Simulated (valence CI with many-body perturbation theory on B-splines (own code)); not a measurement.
# E1 transitions of Ru38+

Method: relativistic CI+MBPT: four valence electrons over a frozen Dirac-Fock core [He], a basis of 11 s, 11 p, 10 d, 8 f, 5 g, 2 h functions for each j, with the one-electron correlation potential Σ1, the two-electron term Σ2, the three-electron term Σ3, Breit, model QED; selected CI, second order for the rest, scaled by the run's own slope (own B-spline code, finite nucleus).

No measured spectrum was set against this ion. As an estimate, large intervals hold to a few tenths of a per cent, small ones and those within an open d or f shell to about a per cent. Among the levels kept, up to 900 cm⁻¹ of a level comes from second order outside the variational space, and about a tenth of that is noise between levels of different J, which matters for small intervals.

Lines 101 to 150 of 550 in falling wavelength, among levels below 3875.0 eV, chosen from the strongest by gf and those to the six lowest levels. Wavelengths and rates use the calculated energies. Electric multipoles are in the length gauge, E1 and E2 with the static RPA response of the core. Weak lines are less certain than strong ones. Lines between different terms over intervals too small for the method are left out, as are lines whose strength nearly cancels. The highest levels of a list are the least certain.

Levels are named by their leading jj configuration (3d3/2^4 stands for four electrons in 3d with j = 3/2), which in mixed levels can hold well under half, so a name can repeat and another be missing. Letters in brackets count levels of one name in rising energy.

```
λ vac (nm)                           Upper                           Lower   A (s⁻¹)  S (a.u.) with core polarisation  S without
     14.12  (2s 2p1/2 2p3/2 3d3/2) J=2 [a]  (2s 2p1/2 2p3/2 3p1/2) J=1 [a]  7.16e+09                         4.97e-02   4.97e-02
     14.10  (2s 2p1/2 2p3/2 3p3/2) J=3 [a]     (2s 2p1/2 2p3/2 3s) J=2 [a]  1.92e+10                         1.86e-01   1.86e-01
     14.05  (2s 2p1/2 2p3/2 3d3/2) J=1 [a]  (2s 2p1/2 2p3/2 3p1/2) J=1 [a]  1.17e+10                         4.81e-02   4.81e-02
     14.01          (2s 2p3/2^2 3d3/2) J=4          (2s 2p3/2^2 3p1/2) J=3  1.20e+10                         1.47e-01   1.47e-01
     13.79          (2s^2 2p1/2 3p3/2) J=1             (2s^2 2p1/2 3s) J=0  1.30e+10                         5.05e-02   5.05e-02
     13.78  (2s 2p1/2 2p3/2 3p3/2) J=2 [d]     (2s 2p1/2 2p3/2 3s) J=1 [c]  1.34e+10                         8.66e-02   8.66e-02
     13.76          (2s 2p1/2^2 3p3/2) J=2             (2s 2p1/2^2 3s) J=1  2.56e+10                         1.65e-01   1.65e-01
     13.74  (2s 2p1/2 2p3/2 3d3/2) J=2 [c]  (2s 2p1/2 2p3/2 3p1/2) J=1 [b]  7.62e+09                         4.88e-02   4.88e-02
     13.67      (2s 2p3/2^2 3p3/2) J=2 [c]         (2s 2p3/2^2 3s) J=1 [b]  7.24e+09                         4.57e-02   4.57e-02
     13.53          (2s^2 2p1/2 3p3/2) J=2             (2s^2 2p1/2 3s) J=1  2.40e+10                         1.47e-01   1.47e-01
     13.50          (2s^2 2p3/2 3d3/2) J=1          (2s^2 2p3/2 3p1/2) J=1  1.18e+10                         4.29e-02   4.29e-02
     13.41      (2s 2p3/2^2 3p3/2) J=2 [c]         (2s 2p3/2^2 3s) J=1 [a]  8.99e+09                         5.34e-02   5.34e-02
     13.39      (2s 2p3/2^2 3p3/2) J=2 [b]  (2s 2p1/2 2p3/2 3d5/2) J=1 [c]  7.45e+09                         4.42e-02   4.42e-02
     13.18      (2s 2p3/2^2 3p3/2) J=2 [a]         (2s 2p3/2^2 3s) J=2 [a]  1.34e+10                         7.55e-02   7.55e-02
     13.02       (2p1/2^2 2p3/2 3p3/2) J=2          (2p1/2^2 2p3/2 3s) J=2  1.30e+10                         7.08e-02   7.09e-02
     12.98          (2s^2 2p3/2 3p3/2) J=2             (2s^2 2p3/2 3s) J=1  1.27e+10                         6.83e-02   6.83e-02
     12.95  (2s 2p1/2 2p3/2 3p3/2) J=1 [c]     (2s 2p1/2 2p3/2 3s) J=1 [b]  1.31e+10                         4.20e-02   4.20e-02
     12.84  (2s 2p1/2 2p3/2 3p3/2) J=2 [d]     (2s 2p1/2 2p3/2 3s) J=1 [b]  6.93e+09                         3.62e-02   3.62e-02
     12.54   (2p1/2 2p3/2^2 3p3/2) J=2 [b]      (2p1/2 2p3/2^2 3s) J=2 [b]  2.15e+10                         1.05e-01   1.05e-01
     12.37   (2p1/2 2p3/2^2 3p3/2) J=1 [b]      (2p1/2 2p3/2^2 3s) J=1 [a]  1.37e+10                         3.85e-02   3.85e-02
     12.29  (2s 2p1/2 2p3/2 3p3/2) J=3 [b]         (2s 2p1/2 2p3/2 3s) J=3  1.21e+10                         7.76e-02   7.76e-02
     12.28  (2s 2p1/2 2p3/2 3p3/2) J=2 [a]     (2s 2p1/2 2p3/2 3s) J=2 [a]  1.13e+10                         5.16e-02   5.16e-02
     12.26      (2s 2p3/2^2 3p3/2) J=1 [c]         (2s 2p3/2^2 3s) J=1 [b]  1.50e+10                         4.08e-02   4.08e-02
     12.10          (2s^2 2p3/2 3p3/2) J=2             (2s^2 2p3/2 3s) J=2  1.01e+10                         4.43e-02   4.43e-02
     11.52          (2s^2 2p3/2 3d5/2) J=3          (2s^2 2p3/2 3p1/2) J=2  6.73e+09                         3.55e-02   3.55e-02
     11.16       (2p1/2 2p3/2^2 3p1/2) J=3      (2s 2p3/2^2 3p1/2) J=2 [b]  1.19e+10                         5.71e-02   5.72e-02
     10.78         (2s 2p1/2 2p3/2 3s) J=3             (2s^2 2p3/2 3s) J=2  7.44e+09                         3.22e-02   3.22e-02
     10.73      (2p1/2 2p3/2^2 3s) J=1 [a]         (2s 2p3/2^2 3s) J=1 [b]  1.81e+10                         3.31e-02   3.32e-02
     10.48          (2p1/2 2p3/2^2 3s) J=3         (2s 2p3/2^2 3s) J=2 [b]  9.88e+09                         3.92e-02   3.93e-02
     10.07          (2s 2p1/2^2 2p3/2) J=2          (2s^2 2p1/2 2p3/2) J=2  2.20e+09                         5.55e-03   5.56e-03
     9.148          (2s 2p1/2 2p3/2^2) J=3              (2s^2 2p3/2^2) J=2  5.74e+09                         1.52e-02   1.52e-02
     9.109          (2s 2p1/2^2 2p3/2) J=2          (2s^2 2p1/2 2p3/2) J=1  4.35e+09                         8.11e-03   8.13e-03
     7.852      (2s 2p1/2 2p3/2^2) J=1 [b]              (2s^2 2p3/2^2) J=0  5.74e+09                         4.12e-03   4.13e-03
     7.631   (2p1/2 2p3/2^2 3p3/2) J=3 [a]          (2s 2p3/2^2 3p3/2) J=4  1.57e+10                         2.41e-02   2.42e-02
     7.627       (2p1/2 2p3/2^2 3d5/2) J=4          (2s 2p3/2^2 3d5/2) J=5  1.50e+10                         2.96e-02   2.96e-02
     7.374       (2p1/2 2p3/2^2 3p1/2) J=3          (2s 2p3/2^2 3p1/2) J=3  2.11e+10                         2.92e-02   2.93e-02
     7.156      (2s 2p1/2 2p3/2^2) J=1 [a]              (2s^2 2p3/2^2) J=2  3.06e+09                         1.66e-03   1.66e-03
     7.154          (2s 2p1/2^2 2p3/2) J=1          (2s^2 2p1/2 2p3/2) J=2  1.07e+10                         5.78e-03   5.79e-03
     6.989          (2p1/2^2 2p3/2 3s) J=1     (2s 2p1/2 2p3/2 3s) J=2 [b]  4.61e+10                         2.33e-02   2.33e-02
     6.962       (2p1/2^2 2p3/2 3d5/2) J=3  (2s 2p1/2 2p3/2 3d5/2) J=4 [b]  2.25e+10                         2.63e-02   2.63e-02
     6.901       (2p1/2^2 2p3/2 3p3/2) J=2  (2s 2p1/2 2p3/2 3p3/2) J=3 [b]  2.78e+10                         2.26e-02   2.26e-02
     6.901       (2p1/2^2 2p3/2 3d3/2) J=3      (2s 2p1/2 2p3/2 3d3/2) J=4  2.97e+10                         3.37e-02   3.38e-02
     6.899       (2p1/2 2p3/2^2 3p3/2) J=4          (2s 2p3/2^2 3p3/2) J=4  2.12e+10                         3.09e-02   3.10e-02
     6.876       (2p1/2^2 2p3/2 3p3/2) J=3      (2s 2p1/2 2p3/2 3p3/2) J=4  3.29e+10                         3.69e-02   3.70e-02
     6.845       (2p1/2^2 2p3/2 3d5/2) J=4      (2s 2p1/2 2p3/2 3d5/2) J=5  3.45e+10                         4.92e-02   4.93e-02
     6.803       (2p1/2^2 2p3/2 3p1/2) J=2      (2s 2p1/2 2p3/2 3p1/2) J=3  2.57e+10                         2.00e-02   2.00e-02
     6.774      (2s 2p1/2 2p3/2^2) J=2 [b]              (2s^2 2p3/2^2) J=2  6.43e+09                         4.93e-03   4.94e-03
     6.690          (2p1/2^2 2p3/2 3s) J=2         (2s 2p1/2 2p3/2 3s) J=3  3.11e+10                         2.30e-02   2.30e-02
     6.569      (2s 2p1/2 2p3/2^2) J=1 [b]              (2s^2 2p3/2^2) J=2  4.05e+09                         1.70e-03   1.71e-03
     6.537             (2p1/2 2p3/2^3) J=2                (2s 2p3/2^3) J=2  3.61e+10                         2.49e-02   2.50e-02
```
